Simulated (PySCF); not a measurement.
PySCF job for C₂H₅ClFNSi, SMILES [Si@@H](Cl)(/C=N/C)F, SMD-B3LYP/def2-SVP. Geometry: PBE0-D3(BJ)/def2-SVP. The structure was generated by enumeration; whether it is a known compound was not checked. One conformer was computed; it need not be the lowest.

```python
import numpy as np
from pyscf import gto, scf, dft
from pyscf.solvent import smd

mol = gto.M(
    atom='''
    C    -3.32558526   -0.47231254    0.04394912
    N    -1.98227476   -0.42161896   -0.45642858
    C    -1.01769502   -0.28210998    0.35818574
    Si    0.69440996   -0.20855159   -0.38567719
    F     1.57055554   -1.46316728    0.14739671
    Cl    1.62914222    1.49798429    0.28340504
    H    -3.40009612   -0.38194892    1.14544019
    H    -3.79090681   -1.41888877   -0.27521310
    H    -3.91383583    0.33179410   -0.42702777
    H    -1.18103990   -0.19413671    1.45618808
    H     0.66932640   -0.23645687   -1.86217197
    ''',
    basis='def2-SVP',
    charge=0,
    spin=0,
    max_memory=1600,
    verbose=3,
)
mf = dft.RKS(mol, xc='b3lyp').density_fit(auxbasis='def2-universal-jkfit')
mf.grids.level = 3
mf.conv_tol = 1e-9
mf.max_cycle = 100
mf.kernel()
res = {}
for name in ['water', 'n-hexane', 'ethanol']:
    s = mf.SMD()
    s.with_solvent.solvent, s.with_solvent.sasa_ng = name, 194
    s.kernel(mf.make_rdm1())
    res[name] = (s.e_tot, s.with_solvent.get_cds(), s.dip_moment(), s.mo_energy, s.converged)
    print(f'SMD {name}: dG(solv) = {(s.e_tot - mf.e_tot) * 627.509474:.3f} kcal/mol, of which CDS {res[name][1] * 627.509474:.3f}')
```

It prints:

```
converged SCF energy = -983.212016975871
converged SCF energy = -983.214825099385
Dipole moment(X, Y, Z, Debye): -2.90118,  0.07105,  0.81308
SMD water: dG(solv) = -1.762 kcal/mol, of which CDS 2.370
converged SCF energy = -983.216001268414
Dipole moment(X, Y, Z, Debye): -2.61389,  0.05834,  0.56884
SMD n-hexane: dG(solv) = -2.500 kcal/mol, of which CDS -1.010
converged SCF energy = -983.218612455495
Dipole moment(X, Y, Z, Debye): -2.88476,  0.06898,  0.79015
SMD ethanol: dG(solv) = -4.139 kcal/mol, of which CDS -0.192
```

The calculation finished and met its thresholds.

Cost: very roughly 90 core-seconds.
